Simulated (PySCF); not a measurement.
# Reading the logs of faulty runs: Ge2H6NO cation

All numbers below are calculated, not measured. The program is PySCF 2.14.0, an open-source quantum chemistry code, run on an isolated molecule that a program drew, which may never have been made. The molecule is Ge2H6NO cation (charge +1, singlet), drawn as the SMILES string `[NH2][GeH2][O][GeH2+]`.

Each row is a Hartree-Fock (HF) and frozen-core CCSD(T) single point in the cc-pVDZ basis, meant for a local HF minimum. Run 1 is clean. Each other run has one planted mistake out of seven kinds, and not every kind appears here: one electron removed, one electron added, multiplicity raised by two, geometry at a saddle point, minimal basis STO-3G, one bond length entered in bohr, all coordinates scaled. The reference is restricted for singlets and unrestricted otherwise, and also for a bond in bohr. Adding or removing an electron swaps singlet and doublet. Electrons count all cores. HOMO and LUMO are orbital energies over both spins, the gradient is its largest component, and the lowest frequency (negative if imaginary) is given only where the gradient is small. Bond lengths are over the 9 bonds as drawn. T1 is the CCSD diagnostic: over 0.02 (restricted) or 0.045 (unrestricted) a single reference is doubtful. Germanium has the cc-pVDZ-PP basis, with a core potential (ECP10MDF) in place of its 10 inner electrons, and its 3s, 3p and 3d shells are frozen in CCSD(T).

Geometry of the clean run:
```xyz
10
Ge2H6NO cation, angstrom
N    -0.7078   -0.5363    0.9227
Ge   -0.6107   -0.8382    2.7030
O     1.0006    0.0111    3.1504
Ge    2.1987    0.8866    2.3860
H    -0.6423   -1.3410    0.3227
H    -1.4606    0.0492    0.6031
H    -0.3280   -2.2757    3.0736
H    -1.6206   -0.0629    3.5171
H     3.3363    1.3264    3.2713
H     2.1095    1.1960    0.9132
```

| run | electrons | basis functions | <S^2> | HOMO (eV) | LUMO (eV) | gradient (hartree/bohr) | lowest frequency (cm^-1) | mean bond (Å) | longest bond (Å) | T1 | HF (hartree) | CCSD(T) (hartree) | mistake |
|---|---|---|---|---|---|---|---|---|---|---|---|---|---|
| 1 | 84 | 104 | 0.000 | -15.46 | -4.50 | 1.9e-05 | 55 | 1.4891 | 1.876 | 0.0195 | -719.34317 | -719.93423 | no fault |
| 2 | 84 | 104 | 0.000 | -14.64 | -4.79 | 3.6e-02 | - | 1.6745 | 3.544 | 0.0294 | -719.23950 | -719.84945 | one bond length entered in bohr |
| 3 | 83 | 104 | 0.758 | -22.35 | -10.93 | 1.2e-01 | - | 1.4891 | 1.876 | 0.0203 | -718.86817 | -719.41389 | ? |
| 4 | 85 | 104 | 0.767 | -5.93 | 3.13 | 7.4e-02 | - | 1.4891 | 1.876 | 0.0153 | -719.53397 | -720.13208 | ? |

**Which mistake was planted in run 3, and what did it cost?**

It counts 83 electrons, one fewer than the clean run, at the same geometry and basis. So the mistake is: one electron removed. Subtracting run 1 and multiplying by 627.51 kcal/mol a hartree, the energy moved by 298.1 kcal/mol in HF and 326.5 kcal/mol in CCSD(T).

**Which mistake was planted in run 4, and what did it cost?**

It counts 85 electrons, one more than the clean run, at the same geometry and basis. So the mistake is: one electron added. Subtracting run 1 and multiplying by 627.51 kcal/mol a hartree, the energy moved by -119.7 kcal/mol in HF and -124.2 kcal/mol in CCSD(T).

